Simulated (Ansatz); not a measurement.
(LiBr)2 ring (Li2Br2), relaxed as a singlet with RKS r2SCAN-D4/def2-TZVP in Ansatz, starting from the GFN2-xTB geometry. Force threshold 0.02 eV/Å.

Start:

Cartesian coordinates in Å:
```
Li 1.3667 -0.5529 -0.1935
Br 0.7097 1.3749 1.0783
Li -1.3672 0.5557 0.1907
Br -0.7092 -1.3778 -1.0755
```

| step | energy (eV) | largest force component (eV/Å) | SCF passes |
| --- | --- | --- | --- |
| 1 | -140507.0755 | 0.238 | 14 |
| 2 | -140507.1075 | 0.216 | 17 |
| 3 | -140507.1264 | 0.148 | 17 |
| 4 | -140507.1329 | 0.015 | 19 |

Force components are those of the run's own axes.

End:

```xyz
4

Li    1.239   -0.502   -0.175
Br    0.728    1.411    1.105
Li   -1.239    0.503    0.174
Br   -0.728   -1.412   -1.104
```

By distances, no bond broke or formed. The bond that changes most is Li3–Br4, from 2.40 to 2.36 Å (atoms count from 1).

No frequencies were taken in this run, so the end may be a saddle point.

It took 5.5 s on 4 threads of Arm Neoverse V2 on a shared host.
